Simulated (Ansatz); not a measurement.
H5Si2 (SMILES [SiH2][SiH3]), doublet, at the geometry of the source list; Ansatz (an electronic-structure program) with REVPBE/cc-pVDZ.

The Ansatz input:
Ansatz 0.2 input:
```yaml
crystal:
  periodic: [false, false, false]
  atoms:
    - {symbol: Si, position_ang: [1.29670000, -0.12590000, 0.26840000]}
    - {symbol: Si, position_ang: [-0.95230000, 0.08030000, 0.01870000]}
    - {symbol: H, position_ang: [2.18680000, 0.95230000, -0.18370000]}
    - {symbol: H, position_ang: [1.98600000, -1.37060000, -0.07560000]}
    - {symbol: H, position_ang: [-1.63230000, -0.34810000, 1.25010000]}
    - {symbol: H, position_ang: [-1.29840000, 1.48740000, -0.20760000]}
    - {symbol: H, position_ang: [-1.58660000, -0.67540000, -1.07020000]}
basis:
  gaussian:
    orbitals: cc-pVDZ
hamiltonian:
  xc: revpbe
magnetization: {spin_polarized: true, initial_magnetization: 1}
accuracy: high
```

What does Ansatz print? Leave out banner, timings and long lists.


```
Functional definition: revPBE
1419 factors; integrals over basis functions are off by at most 3.6e-9 eV
mean field evaluation 1: about -15830.5418 eV, gradient 1.0e1 eV
mean field evaluation 2: about -15831.2585 eV, gradient 5.2e0 eV
mean field evaluation 4: about -15831.5181 eV, gradient 2.4e-1 eV
mean field evaluation 8: about -15831.5132 eV, gradient 1.2e-2 eV
mean field evaluation 16: about -15831.5132 eV, gradient 1.5e-5 eV
mean field -15831.51315853 eV, -581.7973775909 hartree, gradient 2.4e-8 eV, S^2 0.754037; 0 other end points of the search recorded, 0 dependent functions left out
reference -15831.51316284 eV, -581.7973777494 hartree; 17, 16 occupied and 44, 45 virtual orbitals, 1419 factors
Total energy: -15831.51316284 eV, -581.7973777494 hartree
```
